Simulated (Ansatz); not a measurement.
C2H8BNO2, SMILES `CN(C)B(O)O` at its PBE0-D4/def2-TZVP geometry, where that method's forces vanish. The species carries charge 0 and has multiplicity 1.

| atom | x (Å) | y (Å) | z (Å) |
| --- | --- | --- | --- |
| C1 | -0.1185 | 1.3234 | -0.7482 |
| N2 | 0.1054 | 0.0277 | -0.1721 |
| C3 | 1.0267 | -0.7834 | -0.9293 |
| B4 | -0.4956 | -0.4443 | 1.0184 |
| O5 | -0.1890 | -1.7112 | 1.4556 |
| O6 | -1.3816 | 0.2798 | 1.7889 |
| H7 | -0.8210 | 1.9165 | -0.1596 |
| H8 | 0.8141 | 1.8992 | -0.8168 |
| H9 | -0.5315 | 1.2453 | -1.7627 |
| H10 | 1.1554 | -1.7498 | -0.4469 |
| H11 | 0.6595 | -0.9495 | -1.9504 |
| H12 | 2.0087 | -0.2988 | -1.0065 |
| H13 | -0.6570 | -1.9127 | 2.2680 |
| H14 | -1.5754 | 1.1578 | 1.4616 |

Problem. For each bond, give half the difference of the two atoms' forces along it (eV/Å; positive pushes the atoms apart) under PBE-D4, r2SCAN-D4, B3LYP-D4, ωB97M-V in def2-TZVPP. (Estimate.)

Solution. Computed: 
```json
{"bond": "C1–N2", "length (Å)": "1.436", "PBE-D4": "0.03", "r2SCAN-D4": "0.14", "B3LYP-D4": "0.21", "ωB97M-V": "0.21"}
{"bond": "C1–H7", "length (Å)": "1.092", "PBE-D4": "0.10", "r2SCAN-D4": "-0.05", "B3LYP-D4": "-0.11", "ωB97M-V": "-0.10"}
{"bond": "C1–H8", "length (Å)": "1.098", "PBE-D4": "0.11", "r2SCAN-D4": "-0.04", "B3LYP-D4": "-0.08", "ωB97M-V": "-0.11"}
{"bond": "C1–H9", "length (Å)": "1.098", "PBE-D4": "0.11", "r2SCAN-D4": "-0.04", "B3LYP-D4": "-0.08", "ωB97M-V": "-0.11"}
{"bond": "N2–C3", "length (Å)": "1.442", "PBE-D4": "0.04", "r2SCAN-D4": "0.16", "B3LYP-D4": "0.22", "ωB97M-V": "0.20"}
{"bond": "N2–B4", "length (Å)": "1.415", "PBE-D4": "-0.04", "r2SCAN-D4": "-0.08", "B3LYP-D4": "-0.14", "ωB97M-V": "-0.13"}
{"bond": "C3–H10", "length (Å)": "1.088", "PBE-D4": "0.09", "r2SCAN-D4": "-0.06", "B3LYP-D4": "-0.12", "ωB97M-V": "-0.10"}
{"bond": "C3–H11", "length (Å)": "1.098", "PBE-D4": "0.10", "r2SCAN-D4": "-0.04", "B3LYP-D4": "-0.07", "ωB97M-V": "-0.10"}
{"bond": "C3–H12", "length (Å)": "1.098", "PBE-D4": "0.10", "r2SCAN-D4": "-0.04", "B3LYP-D4": "-0.07", "ωB97M-V": "-0.10"}
{"bond": "B4–O5", "length (Å)": "1.375", "PBE-D4": "0.25", "r2SCAN-D4": "0.10", "B3LYP-D4": "0.09", "ωB97M-V": "0.12"}
{"bond": "B4–O6", "length (Å)": "1.379", "PBE-D4": "0.16", "r2SCAN-D4": "0.07", "B3LYP-D4": "0.10", "ωB97M-V": "0.13"}
{"bond": "O5–H13", "length (Å)": "0.959", "PBE-D4": "0.35", "r2SCAN-D4": "0.00", "B3LYP-D4": "-0.03", "ωB97M-V": "-0.07"}
{"bond": "O6–H14", "length (Å)": "0.957", "PBE-D4": "0.37", "r2SCAN-D4": "0.00", "B3LYP-D4": "-0.03", "ωB97M-V": "-0.10"}
```

B3LYP here is the variant with VWN-RPA as its local correlation; programs differ in this.
